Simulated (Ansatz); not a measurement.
Species: H7GaOSi2, SMILES `[Ga]([SiH3])([SiH3])[OH]` (H–O–Ga–Si torsion 1°) (charge 0, multiplicity 1), formula H$_{7}$GaOSi$_{2}$.

Task: How many basis functions does frozen-core CCSD(T)/cc-pVTZ // PBE0-D3(BJ)/def2-TZVP (Ansatz, a quantum-chemistry and plane-wave program) use, how many core orbitals are frozen, and how many electrons are correlated?

Result: 239 basis functions and 20 frozen orbitals, which leaves 34 correlated electrons (filled d shells below the valence shell are correlated). Core time is of the order of minutes.
